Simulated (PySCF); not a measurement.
## Basis and Hamiltonian dependence of the excitation energy of Ne²⁺

Ne²⁺ [He] 2s2 2p4 (3P) → Ne²⁺ [He] 2s2 2p3 3s1 (5S). All values are computed (PySCF 2.14, energy differences of UHF-based or UKS calculations, no spin-orbit coupling). Values in eV.

```
                                                              basis       Hamiltonian  functions     UHF  r2SCAN    PBE0  MP2 (valence)  CCSD(T) (valence)  CCSD(T) (valence and next inner shell)
                                                     aug-cc-pVDZ-DK     spin-free X2C         23  37.266  38.829  38.705         37.739             37.686                                     n/a
                                                       ANO-RCC-VTZP     spin-free X2C         30  45.390  46.646  46.256         45.972             45.807                                  45.832
     x2c-TZVPPall with one added diffuse shell each of s, p, d type     spin-free X2C         40  37.285  38.830  38.605         38.121             38.093                                  38.108
                                                      aug-cc-pwCVTZ  non-relativistic         59  37.296  38.861  38.644         38.197             38.168                                  38.209
   aug-cc-pVTZ with one added diffuse shell each of s, p, d, f type  non-relativistic         62  37.446  38.971  38.772         38.319             38.291                                     n/a
                                                        def2-QZVPPD  non-relativistic         66  37.312  38.857  38.648         38.294             38.267                                  38.290
                                                         dyall-av3z  non-relativistic         71  37.290  38.851  38.638         38.179             38.151                                     n/a
                                                        dyall-acv3z  non-relativistic         76  37.290  38.851  38.638         38.179             38.152                                  38.184
                                                        dyall-acv3z     spin-free X2C         76  37.254  38.816  38.601         38.144             38.117                                  38.149
                                                        aug-cc-pVQZ  non-relativistic         80  37.316  38.892  38.662         38.318             38.291                                     n/a
                                                     aug-cc-pVQZ-DK     spin-free X2C         80  37.280  38.856  38.625         38.282             38.256                                     n/a
aug-cc-pVQZ with one added diffuse shell each of s, p, d, f, g type  non-relativistic        105  37.315  38.887  38.659         38.316                n/a                                     n/a
                                                    aug-cc-pCVQZ-DK     spin-free X2C        109  37.278  38.857  38.626         38.301                n/a                                     n/a
```

Frozen in the all-electron rows: valence: 1s2; valence and next inner shell: nothing.

At UHF, ANO-RCC-VTZP lies more than 0.3 eV from the median of the rows with comparable relativity. Of these, ANO-RCC-VTZP has no diffuse functions of the l that the added or promoted electron needs.
